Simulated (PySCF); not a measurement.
OZn, SMILES [O]=[Zn]. Atoms are numbered in the order given.

```xyz
2

Zn     0.0000     0.0000    -0.3580
O      0.0000     0.0000     1.3427
```

Coordinates come from a PBE0-D3(BJ)/def2-TZVPD optimisation.

These are PBE0-D3(BJ)/def2-TZVPD run with PySCF 2.14.0 values and carry that method's errors.

Frequencies are harmonic and unscaled.

```csv
mode,ν (cm⁻¹),IR (km/mol),Raman (Å⁴/amu),depolarisation,moving atoms (share of kinetic energy)
1,749,10.4,46.5,0.05,"O 80 %, Zn 20 %"
```
